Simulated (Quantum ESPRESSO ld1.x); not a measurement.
The numbers below are computed, except where a source is named.
Species: the boron ion B+. Configuration: [He] 2s2 (the NIST ground configuration).

Level of theory: scalar-relativistic Kohn-Sham, LDA (Slater exchange, Perdew-Zunger correlation), spin-polarised, spherical densities, point nucleus (ld1.x of Quantum ESPRESSO 7.5).

Energy parts (eV):
part                    energy
total                  -654.29
kinetic                 650.31
electron-nucleus      -1475.94
Hartree                 260.17
exchange-correlation    -88.83

Orbitals (lengths in bohr, moments of r in powers of bohr; <r^-3> diverges for s and p1/2; r(90%) holds 90 % of the orbital's charge):
| orbital | occ. | eigenvalue (eV) | r(90%) | <r^-3> | <r^4> |
|---|---|---|---|---|---|
| 1s | 2 | -191.720 | 0.597 | - | 0.05957 |
| 2s | 2 | -19.4173 | 2.80 | - | 25.76 |

The highest occupied level is 2s at -19.417 eV. For comparison, the ionisation energy in NIST's Atomic Spectra Database is 25.155 eV (measured). In exact Kohn-Sham theory the highest level is minus the ionisation energy, but local and semilocal functionals leave it too shallow, through self-interaction and a potential that decays too fast; potentials with the right tail come closer.
